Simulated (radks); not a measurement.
Q: The mean radii <r> (bohr) of the occupied orbitals of an atom or ion are listed with their occupations. Calculated with a radial shooting solver on a logarithmic mesh with Libxc functionals: scalar-relativistic Kohn-Sham, LDA (Slater exchange, Perdew-Zunger correlation), spin-unpolarised, spherical densities, finite nucleus; Fermi nuclear charge, rms radius of each element as measured or else 0.836 A^(1/3) + 0.57 fm.

orbital  occ.     <r>
1s          2  0.1116
2s          2  0.5697
2p          6  0.5370
3s          2   1.946

Name the element and its charge.

A: Z = 14, silicon, charge +2: Si2+ in [Ne] 3s2. The 1s radius gives Z: for a bare nucleus <r> = (2 gamma + 1)/(2Z) with gamma = sqrt(1 - (Z/c)^2), 0.1068 bohr for Z = 14, and screening makes it slightly larger (0.1116 here). The occupations add up to 12, and the charge is Z minus that.
